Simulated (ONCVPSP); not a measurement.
**An all-electron radial function and its pseudo partner (manganese)**

Columns: radius, all-electron u(r) and pseudo u(r) of the 3d shell (level -6.77 eV) of manganese in the configuration [Ne] 3s2 3p6 3d5 4s2; PBE, scalar-relativistic, ONCV scheme, ONCVPSP 4.0.1.

```
r (bohr)  all-electron  pseudo
   0.078        0.0328  0.0046
   0.155        0.1505  0.0379
   0.232        0.3131  0.1280
   0.310        0.4788  0.2800
   0.388        0.6213  0.4640
   0.465        0.7307  0.6475
   0.542        0.8089  0.8168
   0.620        0.8588  0.9456
   0.698        0.8837  0.9917
   0.775        0.8892  0.9589
   0.852        0.8804  0.9017
   0.930        0.8610  0.8624
   1.008        0.8345  0.8344
   1.085        0.8038  0.8037
   1.162        0.7704  0.7703
   1.240        0.7352  0.7351
   1.318        0.6995  0.6994
   1.395        0.6646  0.6645
   1.472        0.6304  0.6303
   1.550        0.5968  0.5968
   1.628        0.5646  0.5645
   1.705        0.5341  0.5341
   1.782        0.5051  0.5050
   1.860        0.4771  0.4771
   1.938        0.4507  0.4507
   2.015        0.4260  0.4260
```

Problem. How many radial nodes do the two functions have?

Solution. The all-electron 3d function has n − l − 1 = 0; the pseudo-wave has 0.

Problem. At about which radius was the pseudo-wave matched?

Solution. 1.00 bohr, where the columns begin to agree (steps of 0.08 bohr).

Problem. Where does each function peak?

Solution. Outermost all-electron maximum near 0.78 bohr, pseudo maximum near 0.70 bohr (to the table’s step).

Problem. Is the pseudo-wave norm-conserving?

Solution. Yes: the ONCV scheme keeps the norm inside the radius equal to the all-electron one, which fixes the energy derivative of the logarithmic derivative at the level.
